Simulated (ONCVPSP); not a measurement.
cobalt (Co), ONCV: configuration errors across variants

- Element: Co
- Generator: ONCVPSP 4.0.1
- Type: optimised norm-conserving Vanderbilt (ONCV)
- Functional: LDA (Perdew-Wang 92)
- Relativity: scalar-relativistic
- Frozen core: [Ne]
- Valence charge: 17
- Reference configuration: 3s2 3p6 3d7 4s2
- Partial waves: 3s+4s: rc 1.35 bohr, ncon 4, nbas 7, qcut 10.8 1/bohr, 2 projectors; 3p: rc 1.00 bohr, ncon 4, nbas 8, qcut 14 1/bohr, 2 projectors, debl 0.4 Ha; 3d: rc 1.15 bohr, ncon 4, nbas 9, qcut 11.1 1/bohr, 1 projector
- Local potential: polynomial inside 0.75 bohr (lpopt 4, dvloc0 3 Ha)
- Core correction: none

In the p channel the program set the typed energies aside and used -2.408, 0.250 Ha.

All-electron excitation energies from the reference (eV): (1) 3s2 3p6 3d7 4s1 9.289; (2) 3s2 3p6 3d7 4s0 26.367; (3) 3s2 3p6 3d6 4s0 62.560; (4) 3s2 3p6 3d6 4s2 15.463.

Errors AE − PS in meV (a dash: test not solved or not reliable):

```csv
change,(1),(2),(3),(4),bound ghosts,GHOST(+) flags above zero
base,0.0,+2.1,-13,+9.1,none,none
p: qcut 10.4,0.0,+2.1,-13,+9.2,none,none
d: rc 1.2,+0.1,+2.6,-13,+11,none,none
```

Q: Give the same row for: p: rc 1.32.

A: 0.0, +2.1, -12, +9.4; bound ghosts: none; GHOST(+) flags above zero: none.
